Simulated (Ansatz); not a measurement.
Reaction (SMILES): O[Si](O)(O)Cl + 3 [SiH4] (SiH4) → 3 O[SiH3] [hydroxysilane] + [SiH3]Cl [chlorosilane]
Geometries: B3LYP-D3(BJ)/def2-TZVP minima from Ansatz (an electronic-structure program), one conformer each, not searched for the lowest.

Wanted: bond separation energy (electronic energy difference), in kcal/mol. Correlated levels leave the core frozen unless marked. No spin-orbit coupling. No relativistic terms. CBS marks a two-point X^-3 extrapolation of the correlation energy; Hartree-Fock from the larger set. The bracket is a focal-point correction in the basis named.

```
level                                                                             program  bond separation energy (kcal/mol)
-------------------------------------------------------------------------  --------------  ---------------------------------
BLYP-D3(BJ)/def2-TZVPD                                                     Ansatz + dftd3                               19.0
PBE0/def2-SVP                                                                      Ansatz                               24.1
MP2/6-31G*                                                                         Ansatz                               24.5
CCSD/6-31G*                                                                        Ansatz                               25.6
CCSD/cc-pwCVTZ                                                                     Ansatz                               21.5
RI-MP2/CBS(cc-pV(T+d)Z,cc-pV(Q+d)Z)+[CCSD(T)-MP2]/cc-pV(D+d)Z                      Ansatz                               19.5
RI-MP2/CBS(aug-cc-pV(T+d)Z,aug-cc-pV(Q+d)Z)+[CCSD(T)-MP2]/aug-cc-pV(T+d)Z          Ansatz                               20.5
```
